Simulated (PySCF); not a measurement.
## Computed properties of CH8FNSi2, SMILES F[SiH2][SiH2]CN

CH8FNSi2, SMILES [SiH2]([SiH2]CN)F. Coordinates come from a PBE0-D3(BJ)/def2-SVP optimisation. The structure was generated by enumeration, and PubChem lists no compound with its InChIKey, so it may never have been made. One conformer was computed; it need not be the lowest. All values are computed for the isolated molecule unless a solvent is named; none is compared with measurement here.

**Structure.** All 33 harmonic modes at PBE0-D3(BJ)/def2-SVP (PySCF) are real, so it is a minimum. With heavy atoms numbered as in [NH2:1][CH2:2][SiH2:3][SiH2:4][F:5], the shortest bond between them is N1–C2 at 1.456 Å and the longest Si3–Si4 at 2.345 Å.

**Vibrations.** The strongest infrared lines (harmonic, unscaled, degenerate partners summed) lie at 786 cm⁻¹ (241 km/mol, H 84 %, Si 11 %), 844 cm⁻¹ (213 km/mol, H 60 %, F 26 %), 853 cm⁻¹ (209 km/mol, H 53 %, F 21 %, N 15 %, Si 10 %). The softest mode is at 39 cm⁻¹ and the zero-point energy is 57.8 kcal/mol.

**Electronic structure.** M06-2X/def2-TZVP (PySCF) places the frontier levels at -7.93 and 0.16 eV, a gap of 8.09 eV, and gives a dipole moment of 1.88 D and a mean polarisability of 76.7 bohr³. PBE/def2-TZVP (PySCF) at the same geometry gives -5.36 and -1.49 eV, so its gap is 4.22 eV narrower. An orbital gap is neither the optical nor the fundamental gap.

**Excitations.** TDDFT-ωB97X/def2-SVPD (PySCF) has S1 at 6.02 eV (206 nm, f = 0.013, weak); the most intense of the 10 singlets computed lies at 6.79 eV (f = 0.11). T1 (TDA) is at 5.50 eV. TDDFT-PBE/def2-SVPD (PySCF) puts S1 at 4.05 eV. No vertical singlet excitation falls in the visible range (under 3.1 eV).

**NMR.** GIAO shifts at HF/pcSseg-1 (PySCF) (non-relativistic, atoms alike by connectivity averaged): ¹³C at 23.3 ppm against TMS; ¹H from 0.4 to 5.2 ppm against TMS; ²⁹Si from -54.5 to -2.5 ppm against TMS; ¹⁹F at -207.8 ppm against CFCl3.

**Solvation.** SMD-ωB97X/def2-SVP (PySCF) gives -1.8 kcal/mol in water, -5.2 kcal/mol in ethanol, -2.4 kcal/mol in benzene (1 M in both phases, gas-phase geometry); of these solvents ethanol holds the molecule best.
